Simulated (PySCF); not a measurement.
# Two-component Hartree-Fock for Fe¹⁴⁺ (iron, charge +14)

Start: [Ne] 3s2. Calculated with PySCF 2.14 in an even-tempered Gaussian basis (19 s from 0.37 bohr⁻², ratio 2.6; 13 p from 0.48 bohr⁻², ratio 2.6; 7 d from 0.49 bohr⁻², ratio 2.8; 4 f from 8.5 bohr⁻², ratio 2.8): generalised Hartree-Fock with the X2C-1e Hamiltonian and a Gaussian nucleus; spin-orbit coupling (SO) screened by Boettger's factors.

```json
{"spinor shell": "1s1/2", "electrons": "2", "ε, screened SO (eV)": "-7624.8", "weight of nominal j (screened SO)": "1.000", "rms radius, screened SO (bohr)": "0.0674"}
{"spinor shell": "2s1/2", "electrons": "2", "ε, screened SO (eV)": "-1310.6", "weight of nominal j (screened SO)": "1.000", "rms radius, screened SO (bohr)": "0.284"}
{"spinor shell": "2p1/2", "electrons": "2", "ε, screened SO (eV)": "-1186.6", "weight of nominal j (screened SO)": "1.000", "rms radius, screened SO (bohr)": "0.254"}
{"spinor shell": "3s1/2", "electrons": "2", "ε, screened SO (eV)": "-453.14", "weight of nominal j (screened SO)": "1.000", "rms radius, screened SO (bohr)": "0.730"}
```

**Question.** Where does 2p3/2 lie, and what is the 2p spin-orbit splitting (screened SO)?

**Answer.** At -1173.4 eV, 13.134 eV above 2p1/2.

```csv
quantity,screened SO
E (hartree),-1182.85615
M_J,0
⟨J²⟩,0.000
⟨L²⟩,0.000
⟨S²⟩,0.000
```
